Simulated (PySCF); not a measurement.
# Frontier orbitals and the lowest excitations

Species: C5H8NP.
Geometry (GFN2-xTB, Å), atoms numbered from 1 in this order:
```xyz
15
C5H8NP angstrom
P      3.3208    1.6413   -0.0343
C      1.9679    0.9084   -0.3042
N      0.8544    0.2897   -0.6052
C      0.5909   -1.0849   -0.2309
C     -0.5918   -1.0039    0.7491
C     -1.2716    0.3441    0.4382
C     -0.4245    0.9662   -0.6861
H      0.3061   -1.6411   -1.1322
H      1.4784   -1.5459    0.2014
H     -1.2691   -1.8452    0.6158
H     -0.2296   -1.0191    1.7766
H     -2.3056    0.2165    0.1232
H     -1.2627    0.9866    1.3178
H     -0.2978    2.0440   -0.5861
H     -0.8703    0.7512   -1.6650
```

Level of theory: PySCF 2.14.0, density-fitted response routines, TDDFT wB97X-D/def2-SVPD, vertical, gas phase, core orbitals frozen in the response. GFN2-xTB frequencies show an imaginary mode (56i cm⁻¹), so this geometry is no minimum at that level.

Kohn–Sham orbitals with the atoms that hold most of them (Löwdin shares over 4%, at most four atoms; ? is withheld):

```csv
orbital,ε (eV),atoms
HOMO-3,-11.48,"P1 63%, C2 20%, N3 9%"
HOMO-2,-11.18,"C2 24%, N3 23%, P1 22%, C7 7%"
HOMO-1,-9.02,?
HOMO,-7.45,?
LUMO,?,"P1 54%, C2 32%, N3 6%"
LUMO+1,2.03,"P1 44%, C2 29%, N3 13%"
LUMO+2,2.08,"C7 11%, C4 11%, C2 11%, C6 10%"
```

(1) Which atoms hold the HOMO-1, and with what shares?

(2) Which atoms hold the HOMO, and with what shares?

(3) What is the LUMO energy, and the HOMO–LUMO gap?

## Answers

(1) C2 (bonded to N and P) 46%; P1 (bonded to C) 38%; N3 (bonded to 3 C) 6%.

(2) P1 (bonded to C) 44%; C2 (bonded to N and P) 25%; N3 (bonded to 3 C) 22%.

(3) ε(LUMO) = 1.03 eV; the gap is 8.48 eV (0.3118 hartree).

Question: The HOMO–LUMO gap is 8.48 eV. Where does the response calculation put the lowest singlet, and from which orbitals?

Answer: S1 is at 3.17 eV (f = 0.0000), 5.31 eV below the gap, made of HOMO→LUMO (98%). Without the coupling terms of the response equations the lowest excitation would equal the gap.

Question: One configuration dominates each of S1 and S3. Which, and how do the shares of the two leading atoms of either orbital change from the occupied to the empty one?

Answer: 
- S1 (3.17 eV, f 0.0000), HOMO→LUMO (98%): P1 44% → 54%, C2 25% → 32%
- S3 (5.55 eV, f 0.0006), HOMO-1→LUMO+1 (93%): C2 46% → 29%, P1 38% → 44%

One conformer stands for the species.
